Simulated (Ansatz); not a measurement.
Basis sets compared for Be₂O₃. The state is a singlet with charge 0. Geometry PBE-D4/def2-TZVP. Ansatz on 4 threads of Arm Neoverse V1 on a shared host; times are rough, and most runs start from earlier orbitals.

```xyz
5

Be   -0.705    0.557    0.545
Be    0.402   -0.971    0.005
O    -0.587   -0.801    1.064
O     0.013    1.204   -0.597
O     0.877    0.010   -1.018
```

The structure holds 1 bond(s) between oxygen atoms. The structure comes from a short search, and lower isomers may exist.

Binding counts from free atoms (Be singlet, O triplet) in the same basis, without a counterpoise term.

| level | functions | energy (Eh) | HOMO (eV) | LUMO (eV) | binding per atom (eV) | wall time |
| --- | --- | --- | --- | --- | --- | --- |
| PBE-D4/def2-SVP | 60 | -254.7075 | -5.80 | -3.10 | 4.03 | 0.4 s |
| PBE-D4/def2-TZVP (with forces) | 131 | -255.0351 | -5.67 | -2.93 | 4.08 | 0.8 s |
| r2SCAN-D4/def2-TZVP | 131 | -255.1942 | -5.94 | -2.49 | 3.93 | 1.3 s |
| PBE0-D4/def2-SVP | 60 | -254.6934 | -7.47 | -2.05 | 3.71 | 0.45 s |
| PBE0-D4/def2-TZVP | 131 | -255.0251 | -7.29 | -1.87 | 3.80 | 0.85 s |

(1) Estimate the rows for PBE-D4/def2-TZVPD, r2SCAN-D4/def2-TZVPD, PBE0-D4/def2-TZVPD.

Answers

(1) 
```
               level  functions  energy (Eh)  HOMO (eV)  LUMO (eV)  binding per atom (eV)  wall time
   PBE-D4/def2-TZVPD        164    -255.0406      -5.76      -2.99                   4.09      1.1 s
r2SCAN-D4/def2-TZVPD        164    -255.1982      -6.00      -2.54                   3.94      1.7 s
  PBE0-D4/def2-TZVPD        164    -255.0297      -7.36      -1.92                   3.81      1.1 s
```
